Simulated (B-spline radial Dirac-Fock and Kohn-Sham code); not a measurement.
# Dipole and non-dipole photoemission parameters of Pb 4p3/2

System: the Pb atom, configuration 1s2 2s2 2p6 3s2 3p6 3d10 4s2 4p6 4d10 4f14 5s2 5p6 5d10 6s2 6p2; threshold 643.5 eV (tabulated edge). Calculated with a radial finite-basis atomic code, using Dirac-Hartree-Slater photoionisation with a Latter tail; cross sections with all multipoles, angular parameters from the dipole term and its interference with E2.

```tsv
hν (eV)	σ (kb)	β	γ	δ
1050	136	0.875	0.286	0.069
1240	111	1.109	0.363	0.042
1253.6	110	1.121	0.365	0.040
1486.9	87.6	1.290	0.352	0.021
1880	62.3	1.454	0.254	0.007
2984.4	29.1	1.645	0.016	0.001
4000	16.9	1.709	-0.051	0.005
4220	15.3	1.717	-0.051	0.006
5850	7.89	1.749	0.044	0.012
7940	4.08	1.751	0.281	0.018
8047.8	3.96	1.751	0.295	0.019
9210	?	?	?	?
9251.7	2.89	1.744	0.452	0.022
11700	1.66	1.722	0.775	0.028
12000	1.56	1.719	0.814	0.029
12500	1.42	1.713	0.878	0.030
```

Question: Give the values at 9210 eV.

Answer: σ = 2.92 kb, β = 1.744, γ = 0.446, δ = 0.022.
